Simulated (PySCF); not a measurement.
GeH3O4, SMILES [OH][Ge]([O])([OH])[OH], multiplicity 2. Coordinates come from a PBE-D3(BJ)/def2-SVP optimisation. The isomer is the one that the SMILES or the coordinates give; other isomers of the formula were not compared. The values are those of a single conformer.

Computed equilibrium geometry at PBE-D3(BJ)/def2-SVP (PySCF confirms it by a frequency run) as Cartesian coordinates in Å (one conformer of several):
```xyz
8

O     -1.5201     0.9195     0.3249
Ge    -0.0101     0.0250     0.0317
O     -0.4719    -0.8525    -1.4673
O      1.4585     0.9706    -0.2936
O      0.3976    -1.0436     1.3906
H     -1.2228    -1.4516    -1.2839
H      1.2808     1.6720    -0.9487
H      1.3536    -0.9709     1.5808
```
Charge 0, spin multiplicity 2.
